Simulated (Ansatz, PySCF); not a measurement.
CH4FNOSi2, SMILES F[Si@H]1N=CO[SiH2]1. Atoms are numbered in the order given.

```xyz
10

F     -0.5609     2.1762    -0.5407
Si    -0.4931     0.8977     0.4618
N     -1.4753    -0.4145    -0.1401
C     -0.8557    -1.4721    -0.4943
O      0.4771    -1.6988    -0.4262
Si     1.4450    -0.4051     0.2287
H     -0.9327     1.3689     1.7978
H     -1.3762    -2.3502    -0.9133
H      2.0975    -0.9427     1.4549
H      2.4685    -0.0665    -0.7971
```
Charge 0, spin multiplicity 1.

Geometry: r2SCAN-D4/def2-SVP. The structure was generated by enumeration; whether it is a known compound was not checked.

Two levels are set side by side: PBE-D3(BJ)/def2-SVP (Ansatz, a first-principles code) and r2SCAN-D4/def2-SVP (Ansatz). Each level has its own optimised geometry; the coordinates shown are those of the second. Frequencies come from the Hessian of PySCF at each geometry. Differences are taken from unrounded values.

```
quantity                            r2SCAN-D4  PBE-D3(BJ)  PBE-D3(BJ) minus r2SCAN-D4
----------------------------------  ---------  ----------  --------------------------
mean bond length (Å)                    1.566       1.576                       0.011
bond F1–Si2 (Å)                         1.626       1.639                       0.013
bond Si2–N3 (Å)                         1.746       1.759                       0.013
bond Si2–Si6 (Å)                        2.347       2.353                       0.006
bond N3–C4 (Å)                          1.276       1.284                       0.008
bond C4–O5 (Å)                          1.354       1.360                       0.006
bond O5–Si6 (Å)                         1.743       1.760                       0.017
bond Si2–H7 (Å)                         1.483       1.495                       0.012
bond C4–H8 (Å)                          1.103       1.111                       0.008
bond Si6–H9 (Å)                         1.489       1.501                       0.011
bond Si6–H10 (Å)                        1.488       1.499                       0.011
highest harmonic wavenumber (cm⁻¹)       3116        3036                         -80
mean harmonic wavenumber (cm⁻¹)          1013         983                         -30
zero-point energy (kcal/mol)            34.75       33.72                       -1.03
```
